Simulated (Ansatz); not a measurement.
`[CH2]1[SiH2][S][SnH2]1`, relaxed with RKS PBE0-D4/def2-TZVP in the Gaussian-basis code of Ansatz from a PBE-D4/def2-SVP geometry. The force threshold is 0.005 eV/Å; the program also tests the step.

Charge 0, multiplicity 1. Sn: def2 effective core potential.

Start:

```xyz
10

C     0.967    0.015   -0.350
Si   -0.648    0.551   -1.212
S    -2.116    0.134    0.346
Sn   -0.042   -0.577    1.502
H     1.483   -0.837   -0.834
H     1.693    0.836   -0.185
H    -0.640    2.011   -1.588
H    -0.923   -0.247   -2.460
H     0.280    0.381    2.907
H    -0.054   -2.267    1.876
```

**Question.** By how much does the energy fall, and how many steps does the optimiser take? (Best estimate.)

**Answer.** Ansatz gave: 6.07 kJ/mol, in 5 steps.

**Question.** Which bonds change most? (An estimate is asked.)

**Answer.** Ansatz gave: S3–Sn4 from 2.479 to 2.428 Å; C1–Sn4 from 2.189 to 2.153 Å; Si2–S3 from 2.181 to 2.149 Å.

**Question.** Give the relaxed structure. (An estimate is asked.)

**Answer.** Computed: 
```xyz
10

C     0.961    0.013   -0.343
Si   -0.636    0.542   -1.192
S    -2.080    0.130    0.345
Sn   -0.044   -0.565    1.471
H     1.468   -0.824   -0.823
H     1.674    0.822   -0.184
H    -0.636    1.983   -1.560
H    -0.916   -0.247   -2.421
H     0.270    0.376    2.860
H    -0.060   -2.230    1.847
```
